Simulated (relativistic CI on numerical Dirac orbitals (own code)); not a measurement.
**Hyperfine structure of Ar XII, mass number 39**

Calculated at this level of theory: Dirac-Coulomb-Breit CI, KLI orbitals optimised for each configuration, model QED, unscaled Slater integrals (own radial code, finite nucleus).

Configurations in the expansion (outside the closed core 1s2): 2s2.2p3, 2s.2p4, 2p5, 2p4.3s, 2s2.2p2.3s, 2p4.3p, 2s2.2p2.3p, 2p4.3d, 2s2.2p2.3d, 2s.2p3.3s, 2s.2p3.3p, 2s.2p3.3d, 2s2.2p2.4s, 2s2.2p2.4p, 2s2.2p2.4d, 2s2.2p2.4f. Levels of other configurations are missing.

Nuclear spin I = 7/2, μ = -1.59 μN, Q = -0.116 b (tables of Stone and Pyykkö). The electronic factors are computed for point nuclear moments, without core polarisation or the Bohr-Weisskopf and QED corrections.

| Level | E (cm⁻¹) | A (MHz) | B (MHz) |
| --- | --- | --- | --- |
| 2s2.2p3 2D°_3/2 | 98975 | -3973 | -1140 |
| 2s2.2p3 2D°_5/2 | 102406 | -6559 | 13.8 |
| 2s2.2p3 2P°_1/2 | 151693 | -18090 |  |
| 2s2.2p3 2P°_3/2 | 156613 | -3742 | 1180 |
| 2s.2p4 4P_5/2 | 447190 | -15470 | -1650 |
| 2s.2p4 4P_3/2 | 459326 | -14460 | 1310 |
| 2s.2p4 4P_1/2 | 465302 | -31030 |  |
| 2s.2p4 2D_3/2 | 623744 | 4598 | 2310 |

Levels with J = 0, under 50 % of one LS term, or S terms without an open s electron are left out. Small factors come from cancelling terms and can be off by tens of per cent or more.

At this charge energies of transitions that change n are usually good to better than 1 %, and those within a shell (Δn = 0) to a few per cent.

(1) Give the hyperfine levels of 2s2.2p3 2D°_5/2 relative to its centre of gravity.

## Answers

(1) With K = F(F + 1) − I(I + 1) − J(J + 1), E = AK/2 + B[¾K(K + 1) − I(I + 1)J(J + 1)]/[2I(2I − 1)J(2J − 1)]: F = 1: 73800, F = 2: 60670, F = 3: 40990, F = 4: 14750, F = 5: -18040, F = 6: -57390 MHz.
